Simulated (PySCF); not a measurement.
# I⁺: excitation energy

I⁺ [Kr] 4d10 5s2 5p4 (3P) → I⁺ [Kr] 4d10 5s1 5p4 5d1 (high-spin determinant), as a difference of total energies. All numbers are calculated (PySCF 2.14, scalar relativity through the core potential, in aug-cc-pwCVDZ-PP with ECP28MDF (6s5p4d1f, 48 functions)). Correlated levels: valence: 4s2 4p6 4d10 frozen; valence and next inner shell: nothing frozen outside the core potential. The calculations carry no spin-orbit coupling.

```tsv
method	excitation energy (cm⁻¹)
UHF	163680
LDA	174450
PBE	170380
PBE0	170430
r2SCAN	170040
wB97X-V	175040
BLYP	173150
M06	173400
MN15	172870
MP2 (valence)	166510
SCS-MP2 (valence)	166500
MP2 (valence and next inner shell)	172200
SCS-MP2 (valence and next inner shell)	170880
```

The upper state lies above the first ionisation limit, where it may autoionise and the basis confines it.

The promoted electron is Rydberg-like, and one or two diffuse shells describe it only roughly, which tends to raise the upper state.

The determinant of the upper state mixes LS terms, which raises its energy above the lowest term, most at the Hartree-Fock and MP2 levels.
